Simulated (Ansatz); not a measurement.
System: AgCl, net charge -1, doublet state. The spin state was set by rule; other spins were not relaxed. 
Geometry from a B3LYP-D3(BJ)/def2-TZVP (Ansatz, an electronic-structure program) optimisation:
```xyz
2

Ag     0.0000     0.0000    -0.6670
Cl     0.0000     0.0000     1.8442
```
Charge -1, spin multiplicity 2.

Basis-set convergence of Hartree-Fock and CCSD(T) correlation energies (hartree) with Ansatz. Valence correlation only, unless marked. Open shells are spin-unrestricted. Spin-orbit coupling is left out. The frozen core is the preceding noble-gas configuration, with the filled d and f shells of earlier blocks. Past Kr the def2 sets carry scalar-relativistic core potentials.

```tsv
basis	functions	E(HF)	E(corr, CCSD(T))
def2-SVPD	61	-605.53180	-0.41248
def2-TZVPPD	107	-605.71098	-0.60667
def2-QZVPPD	167	-605.72608	-0.66290
```

Extrapolating the two largest sets (X = 3 and 4) as X^-3: E(corr) = (64·(-0.66290) - 27·(-0.60667))/37 = -0.7039 Eh, an estimate of the basis-set limit. The largest set recovers 94.2 % of it, the smallest 58.6 %.
